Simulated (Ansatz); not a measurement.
C2H8OSi2 can be A, `C=C[SiH2][SiH2]O`, or B, `OC1C[SiH2][SiH2]1`.

Gas-phase electronic energies from Ansatz, PBE0-D4/def2-TZVP geometries. CBS: MP2 limit from def2 TZ/QZ plus the TZ coupled-cluster correction, frozen cores. DFT in def2-TZVPP. B3LYP here is the variant with VWN-RPA as its local correlation; programs differ in this. Each species was taken in one conformer, which may not be the lowest.

(1) Which isomer does CCSD(T)/CBS put lower? Give the gap. (An estimate is asked.)

(2) Give E(B) − E(A) in kJ/mol with PBE-D4, ωB97M-V, CCSD(T)/def2-TZVPP, B3LYP-D4, r2SCAN-D4, MP2/def2-TZVPP, CCSD/def2-TZVPP. (An estimate is asked.)

Largest T1 diagnostic: 0.012.

Results:

(1) Computed: A, by 140.8 kJ/mol.

(2) The calculation gave: PBE-D4 113.4, ωB97M-V 130.2, CCSD(T)/def2-TZVPP 139.9, B3LYP-D4 147.7, r2SCAN-D4 128.9, MP2/def2-TZVPP 136.8, CCSD/def2-TZVPP 144.2. None reverses the order clearly.

The D4 term adds −5.1 kJ/mol with B3LYP and −2.3 kJ/mol with PBE0; it sums over pairs of atoms, weighted by their polarisabilities, and B3LYP, whose exchange is more repulsive, gets the larger term. In def2-TZVPP, CCSD(T) changes the Hartree–Fock value by −40.7 kJ/mol (the triples alone add −4.2 kJ/mol) and MP2 by −43.9 kJ/mol.
